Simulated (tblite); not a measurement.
Species: C6H10O2 (charge +1 and doublet state).
Numbering: `[CH3:1][C:2](=[O+:3])[O:4][CH:5]1[CH2:6][CH2:7][CH2:8]1` (hydrogens: H9, H10, H11 on C1; H12 on C5; H13, H14 on C6; H15, H16 on C7; H17, H18 on C8)
Bond orders are those of one Lewis drawing.

Computed with GFN2-xTB (tblite), gas phase: L-BFGS steps from a force-field or distance-geometry start until the largest atomic force falls under 0.01 eV/Å.

Step 21: E = -695.7123 eV
```
atom  x, y, z in Å  |  force x, y, z in eV/Å
C1      3.0878   -0.4019   -0.5540   -0.025  -0.042   0.009
C2      1.7960   -0.4631    0.1777   -0.161   0.031   0.150
O3      1.5669   -1.1427    1.1411    0.060   0.012   0.048
O4      0.8687    0.3816   -0.3164   -0.068   0.046  -0.037
C5     -0.3633    0.3508    0.3372   -0.013  -0.127  -0.030
C6     -1.4286    1.3024   -0.1478    0.040  -0.024   0.028
C7     -2.4871    0.2002   -0.0058   -0.017   0.227  -0.012
C8     -1.3709   -0.8202    0.1170   -0.219  -0.078  -0.055
H9      3.7671   -1.1391   -0.1385    0.103   0.008  -0.052
H10     3.4718    0.6083   -0.4090    0.111   0.005  -0.042
H11     2.9336   -0.5637   -1.6164    0.034  -0.009  -0.080
H12    -0.1600    0.3325    1.4243   -0.001   0.077   0.075
H13    -1.2283    1.6314   -1.1702   -0.067   0.097   0.041
H14    -1.5913    2.1968    0.4646   -0.021  -0.060  -0.057
H15    -3.1697    0.1155   -0.8609    0.128  -0.022   0.091
H16    -3.1129    0.2817    0.8888    0.051  -0.044  -0.121
H17    -1.4443   -1.5742    0.8932    0.012  -0.076   0.023
H18    -1.1444   -1.2900   -0.8430    0.052  -0.021   0.021
```

Step 22: E = -695.7206 eV
```
atom  x, y, z in Å  |  force x, y, z in eV/Å
C1      3.0898   -0.4027   -0.5640   -0.070  -0.041   0.028
C2      1.8000   -0.4544    0.1720   -0.190   0.061   0.139
O3      1.5908   -1.1070    1.1592    0.005   0.049   0.031
O4      0.8600    0.3661   -0.3388   -0.008  -0.011   0.026
C5     -0.3636    0.3417    0.3342   -0.056  -0.139  -0.021
C6     -1.4267    1.3043   -0.1343    0.044   0.003   0.030
C7     -2.4878    0.2021   -0.0182    0.004   0.205  -0.028
C8     -1.3790   -0.8223    0.1240   -0.170  -0.099  -0.022
H9      3.7607   -1.1449   -0.1412    0.121   0.050  -0.096
H10     3.4736    0.6082   -0.4145    0.137  -0.041  -0.067
H11     2.9286   -0.5656   -1.6255    0.068  -0.002  -0.063
H12    -0.1392    0.3275    1.4183   -0.010   0.049   0.064
H13    -1.2166    1.6634   -1.1450   -0.096   0.068   0.039
H14    -1.5930    2.1826    0.4990   -0.016  -0.043  -0.046
H15    -3.1425    0.1198   -0.8932    0.086  -0.020   0.040
H16    -3.1460    0.2713    0.8539    0.084   0.004  -0.103
H17    -1.4675   -1.5590    0.9145    0.013  -0.101   0.048
H18    -1.1503   -1.3247   -0.8187    0.054   0.009   0.002
```

**Question.** Estimate the geometry and energy of step 23. (The exact step hangs on the optimiser's Hessian estimate; all steps are aligned on step 22, rigid shifts and turns removed.)

**Answer.** E = -695.7283 eV, largest force 0.189 eV/Å
```
atom  x, y, z in Å  |  force x, y, z in eV/Å
C1      3.0901   -0.4042   -0.5736   -0.090  -0.020   0.031
C2      1.8012   -0.4441    0.1681   -0.132   0.058   0.084
O3      1.6136   -1.0698    1.1778   -0.059   0.093   0.016
O4      0.8504    0.3500   -0.3597    0.037  -0.074   0.084
C5     -0.3657    0.3300    0.3311   -0.092  -0.116   0.024
C6     -1.4235    1.3062   -0.1202    0.021   0.017   0.021
C7     -2.4881    0.2071   -0.0315    0.028   0.089  -0.035
C8     -1.3907   -0.8261    0.1307   -0.042  -0.076   0.020
H9      3.7565   -1.1495   -0.1459    0.109   0.086  -0.128
H10     3.4775    0.6068   -0.4215    0.140  -0.091  -0.083
H11     2.9252   -0.5673   -1.6355    0.081   0.002  -0.018
H12    -0.1178    0.3224    1.4125   -0.038   0.012   0.032
H13    -1.2067    1.6961   -1.1183   -0.106   0.038   0.033
H14    -1.5948    2.1674    0.5330   -0.003  -0.010  -0.018
H15    -3.1133    0.1237   -0.9250    0.034  -0.005  -0.033
H16    -3.1771    0.2615    0.8160    0.090   0.069  -0.060
H17    -1.4900   -1.5450    0.9372   -0.009  -0.101   0.039
H18    -1.1553   -1.3589   -0.7936    0.031   0.028  -0.009
```

The energy changes by -0.0077 eV. The first-order estimate −F·Δx gives -0.0109 eV and the mean of the old and new forces, exact on a quadratic surface, -0.0078 eV. The step makes an angle of 81° with the force vector and moves no atom by more than 0.050 Å.

The cost below is that of the whole relaxation. Time: 0.57 s. Hardware: one thread of an Arm Neoverse V2, shared host with 96 logical CPUs at a one-minute load of 30.
